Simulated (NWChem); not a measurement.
A series in which one site is exchanged, each optimised at PBE0/def2-SVP with NWChem, gas phase unless a solvent is named. All stand in one matching conformer (torsions within 35°), which need not be the lowest. For some, no frequency run checked for a minimum. def2 effective core potentials on In; no spin-orbit coupling.

A: CB(N)Cl (CH5BClN; site = B)
B: [Al]([CH3])([NH2])[Cl] (CH$_{5}$AlClN; site = Al)
C: [CH3][Ga]([NH2])[Cl] (CH$_{5}$ClGaN; site = Ga)
D: [Cl][In]([CH3])[NH2] (CH5ClInN; site = In)

**Question.** Rank them by dipole (D), PBE0/def2-SVP, lowest first.

**Answer.** B (2.49), A (2.66), C (2.92), D (3.57)
